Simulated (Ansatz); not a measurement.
The same ligand exchange along the group F, Cl, Br.

Isolated molecules relaxed with PBE0-D4/def2-TZVP in Ansatz; ΔE leaves out vibrations. CBS: MP2 limit from def2 TZ/QZ plus the TZ coupled-cluster correction, frozen cores. This one scheme is used for every species. def2 core potentials past Kr. For Br, Sn outer-core shells are correlated without core-valence functions, which leaves a few kJ/mol of doubt a bond. Scalar relativity is left out up to krypton. One conformer a species, not always the lowest.

```csv
reaction,HF/CBS(def2) (eV),CCSD(T)/CBS(def2) (eV)
`[NH2][Sn][F]` + NH₃ → `[NH2][Sn][NH2]` + H–F,0.93,0.79
`[NH2][Sn][Cl]` + NH₃ → `[NH2][Sn][NH2]` + HCl,1.25,1.13
`[NH2][Sn][Br]` + NH₃ → `[NH2][Sn][NH2]` + HBr,1.39,1.29
```

Largest T1 diagnostic: 0.017, for `[NH2][Sn][F]`.
